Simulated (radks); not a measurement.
Values are calculated unless marked as measured or tabulated.
Neutral copper, 29 electrons, occupied as [Ar] 3d10 4s(up 0.625, down 0.375) (fractional occupations, a model configuration). Code: a radial shooting solver on a logarithmic mesh with Libxc functionals. Model: scalar-relativistic Kohn-Sham, r2SCAN, spin-polarised, spherical densities, finite nucleus; meta-GGA in the generalised Kohn-Sham scheme; Fermi nuclear charge, rms radius 3.8823 fm. Some entries of the table are withheld. Estimate them.

orbital   occ.  eigenvalue (eV)  <r^2> (bohr^2)
1s up        1        -8878.506        0.003658
1s down      1        -8878.499        0.003658
2s down      1        -1072.773         0.06507
2s up        1        -1072.754         0.06507
2p down      3        -924.0714         0.05224
2p up        3        -924.0596         0.05224
3s down      1        -118.5472             (1)
3s up        1        -118.5234             (2)
3p down      3         -74.4395             (3)
3p up        3         -74.4195             (4)
3d up        5          -5.1336           1.563
3d down      5          -5.0963           1.528
4s up    0.625          -4.7194           10.14
4s down  0.375          -4.2749           10.40

Answer. 
(1) 3s down <r^2> (bohr^2): 0.5854
(2) 3s up <r^2> (bohr^2): 0.5856
(3) 3p down <r^2> (bohr^2): 0.6647
(4) 3p up <r^2> (bohr^2): 0.6652
